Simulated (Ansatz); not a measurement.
Na₈⁺, relaxed as a doublet with UKS r2SCAN/def2-SVP in Ansatz, starting from the GFN2-xTB geometry. Force threshold 0.02 eV/Å.

The relaxation made no stability test and no search for a lower SCF solution. Another isomer (doublet) lies 0.06 eV lower at PBE0/def2-TZVP; other spin states weren't run for this one.

Start:

Cartesian coordinates in Å:
```
Na 0.215 3.462 1.406
Na 1.809 -3.050 1.103
Na -0.274 -1.537 2.848
Na 0.908 0.770 -3.232
Na -1.779 -0.930 -3.363
Na -2.008 1.539 2.430
Na 2.303 2.081 -0.658
Na -1.174 -2.335 -0.534
```

| step | energy (eV) | largest force component (eV/Å) | SCF passes |
| --- | --- | --- | --- |
| 1 | -35306.1613 | 0.272 | 28 |
| 2 | -35306.3061 | 0.235 | 34 |
| 3 | -35306.4388 | 0.202 | 37 |
| 4 | -35306.5477 | 0.170 | 38 |
| 5 | -35306.6635 | 0.162 | 44 |
| 6 | -35306.7757 | 0.178 | 46 |
| 7 | -35306.8803 | 0.180 | 46 |
| 8 | -35306.9753 | 0.181 | 38 |
| 9 | -35307.0573 | 0.139 | 38 |
| 10 | -35307.1208 | 0.096 | 36 |
| 11 | -35307.1585 | 0.086 | 35 |
| 12 | -35307.1929 | 0.090 | 32 |
| 13 | -35307.2334 | 0.101 | 34 |
| 14 | -35307.2815 | 0.112 | 33 |
| 15 | -35307.3383 | 0.116 | 33 |
| 16 | -35307.3971 | 0.092 | 38 |
| 17 | -35307.4487 | 0.070 | 33 |
| 18 | -35307.4806 | 0.043 | 32 |
| 19 | -35307.5056 | 0.029 | 32 |
| 20 | -35307.5218 | 0.028 | 32 |
| 21 | -35307.5305 | 0.019 | 32 |
| 22 | -35307.5315 | 0.012 | 34 |
| 23 | -35307.5323 | 0.003 | 27 |

Force components are those of the run's own axes.

End:

```xyz
8

Na    0.3800    3.1310    1.3030
Na    2.3075   -3.1225    1.3294
Na    0.1745   -0.3494    2.5878
Na   -0.0256    1.6112   -2.0615
Na   -2.7800   -0.7333   -2.9310
Na   -2.4181    0.8769    0.4006
Na    2.5770    0.3869    0.1244
Na   -0.2152   -1.8009   -0.7527
```

Bonds formed: Na1–Na3, Na1–Na4, Na2–Na7, Na3–Na7, Na4–Na6, Na4–Na8, Na5–Na6, Na6–Na8 (atoms count from 1).

The force fell under the threshold at step 21, but the optimiser went on. No frequencies were taken in this run, so the end may be a saddle point.

It took 6.6 min on 4 threads of Arm Neoverse N1 on a shared host.
